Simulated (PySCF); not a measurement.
## MB cations for M along group 15

PBE with double-zeta basis sets in PySCF, for the lowest determinant that a PBE0 search found; no spin–orbit coupling. De refers to high-spin ground-configuration atoms (the charge goes to the atom of lower measured ionisation energy or higher electron affinity, which is not always the lowest computed limit). A positive dipole points towards B; it is taken about the centre of mass and depends on that origin.

```
 M                       basis  charged atom  state (unpaired electrons)  Re (Å)  ωe (cm⁻¹)  De (eV)  μ (D)
 N                 aug-pcseg-1            B+         quartet (σ ↑, π ↑↑)   1.458       1107     2.49   2.60
 P               jorge-DZP-DKH            B+         quartet (σ ↑, π ↑↑)   1.884        732     3.14   1.52
As               jorge-DZP-DKH            B+         quartet (σ ↑, π ↑↑)   1.980        615     3.20   2.40
Sb          cc-pVDZ/cc-pVDZ-PP            B+         quartet (σ ↑, π ↑↑)   2.209        520     3.29   1.89
Bi  aug-cc-pVDZ-PP/aug-cc-pVDZ           Bi+         quartet (σ ↑, π ↑↑)   2.301        475      n/a   1.83
```

The shortest bond is that of BN⁺ (1.458 Å), the longest that of BiB⁺ (2.301 Å).

The rows differ in basis set, which adds steps of its own.

Down a group the atoms grow and get heavier, so bonds lengthen and wavenumbers fall; this series shows no clear exception.

These are scalar-relativistic numbers at best; spin–orbit coupling would shift them, the dissociation energy most. For an ion De counts to the pair picked by the measured ionisation energies or electron affinities, which need not be the lowest pair at this level. States were picked by a PBE0 search and need not be the measured ground states.
